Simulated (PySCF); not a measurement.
Compound: 2,2-difluorocyclohexanone, C6H8F2O.
Bonds: O1–C2 (double), C2–C3, C3–C4, C4–C5, C5–C6, C6–C7, C7–F8, C7–F9, C2–C7. Hydrogens: H10, H11 on C3; H12, H13 on C4; H14, H15 on C5; H16, H17 on C6.

The same species was optimised twice, with GFN2-xTB and with PBE0-D3(BJ)/def2-SVP (PySCF), and the same property calculations (PySCF, gas phase) were run on both structures.

```json
{"coordinate": "C7–F9 (Å)", "GFN2-xTB": "1.357", "PBE0-D3(BJ)/def2-SVP": "1.340", "change": "-0.017"}
{"coordinate": "C6–C7 (Å)", "GFN2-xTB": "1.527", "PBE0-D3(BJ)/def2-SVP": "1.513", "change": "-0.014"}
{"coordinate": "C2–C3 (Å)", "GFN2-xTB": "1.503", "PBE0-D3(BJ)/def2-SVP": "1.507", "change": "+0.004"}
{"coordinate": "O1=C2 (Å)", "GFN2-xTB": "1.198", "PBE0-D3(BJ)/def2-SVP": "1.201", "change": "+0.003"}
{"coordinate": "C3–C4 (Å)", "GFN2-xTB": "1.536", "PBE0-D3(BJ)/def2-SVP": "1.534", "change": "-0.002"}
{"coordinate": "C5–C6 (Å)", "GFN2-xTB": "1.527", "PBE0-D3(BJ)/def2-SVP": "1.525", "change": "-0.002"}
{"coordinate": "C7–F8 (Å)", "GFN2-xTB": "1.370", "PBE0-D3(BJ)/def2-SVP": "1.369", "change": "-0.001"}
{"coordinate": "C2–C7 (Å)", "GFN2-xTB": "1.541", "PBE0-D3(BJ)/def2-SVP": "1.541", "change": "0.000"}
{"coordinate": "C4–C5 (Å)", "GFN2-xTB": "1.525", "PBE0-D3(BJ)/def2-SVP": "1.525", "change": "0.000"}
{"coordinate": "C2–C7–F8 (°)", "GFN2-xTB": "109.7", "PBE0-D3(BJ)/def2-SVP": "106.8", "change": "-2.9"}
{"coordinate": "F8–C7–F9 (°)", "GFN2-xTB": "105.3", "PBE0-D3(BJ)/def2-SVP": "107.5", "change": "+2.2"}
{"coordinate": "C3–C2–C7 (°)", "GFN2-xTB": "111.2", "PBE0-D3(BJ)/def2-SVP": "113.1", "change": "+1.9"}
{"coordinate": "C2–C3–C4 (°)", "GFN2-xTB": "108.7", "PBE0-D3(BJ)/def2-SVP": "110.6", "change": "+1.9"}
{"coordinate": "C2–C7–C6 (°)", "GFN2-xTB": "109.6", "PBE0-D3(BJ)/def2-SVP": "111.4", "change": "+1.8"}
{"coordinate": "C3–C4–C5 (°)", "GFN2-xTB": "110.7", "PBE0-D3(BJ)/def2-SVP": "112.0", "change": "+1.3"}
{"coordinate": "O1–C2–C7 (°)", "GFN2-xTB": "122.6", "PBE0-D3(BJ)/def2-SVP": "121.4", "change": "-1.2"}
{"coordinate": "C5–C6–C7 (°)", "GFN2-xTB": "109.7", "PBE0-D3(BJ)/def2-SVP": "110.8", "change": "+1.1"}
```

Rotational constants: A = 2208, B = 1701, C = 1265 MHz (GFN2-xTB) against A = 2219, B = 1704, C = 1254 MHz (PBE0-D3(BJ)/def2-SVP). Point groups within 0.08 Å: C1 and C1.

On the GFN2-xTB structure: HOMO (eV) -7.60 [PBE0/pcSseg-1]; LUMO (eV) -1.10 [PBE0/pcSseg-1]; dipole (D) 4.14 [PBE0/pcSseg-1]; GIAO shielding of O1 (ppm) -330.1 [PBE0/pcSseg-1]; GIAO shielding of C2 (ppm) -19.9 [PBE0/pcSseg-1]; GIAO shielding of C3 (ppm) 143.0 [PBE0/pcSseg-1]; GIAO shielding of C4 (ppm) 154.5 [PBE0/pcSseg-1]; GIAO shielding of C5 (ppm) 160.7 [PBE0/pcSseg-1]; GIAO shielding of C6 (ppm) 143.7 [PBE0/pcSseg-1]; GIAO shielding of C7 (ppm) 62.7 [PBE0/pcSseg-1]; GIAO shielding of F8/F9 (mean) (ppm) 304.5 [PBE0/pcSseg-1].

What do these properties become on the PBE0-D3(BJ)/def2-SVP structure?

```
                                    property          level  on GFN2-xTB  on PBE0-D3(BJ)/def2-SVP  change
                                   HOMO (eV)  PBE0/pcSseg-1        -7.60                    -7.56   +0.04
                                   LUMO (eV)  PBE0/pcSseg-1        -1.10                    -1.08   +0.02
                                  dipole (D)  PBE0/pcSseg-1         4.14                     4.15   +0.01
energy, GFN2-xTB geometry as zero (kcal/mol)  PBE0/pcSseg-1          0.0                     -0.9    -0.9
                  GIAO shielding of O1 (ppm)  PBE0/pcSseg-1       -330.1                   -338.9    -8.8
                  GIAO shielding of C2 (ppm)  PBE0/pcSseg-1        -19.9                    -20.4    -0.5
                  GIAO shielding of C3 (ppm)  PBE0/pcSseg-1        143.0                    142.5    -0.5
                  GIAO shielding of C4 (ppm)  PBE0/pcSseg-1        154.5                    155.4    +0.9
                  GIAO shielding of C5 (ppm)  PBE0/pcSseg-1        160.7                    160.4    -0.3
                  GIAO shielding of C6 (ppm)  PBE0/pcSseg-1        143.7                    145.1    +1.4
                  GIAO shielding of C7 (ppm)  PBE0/pcSseg-1         62.7                     66.6    +3.9
        GIAO shielding of F8/F9 (mean) (ppm)  PBE0/pcSseg-1        304.5                    308.5    +4.0
```

The heavy atoms differ by 0.058 Å rms after alignment. Among bonds between heavy atoms C7–F9 changes most (-0.017 Å). Changes are differences of the printed values. Neither structure is proved a minimum here.
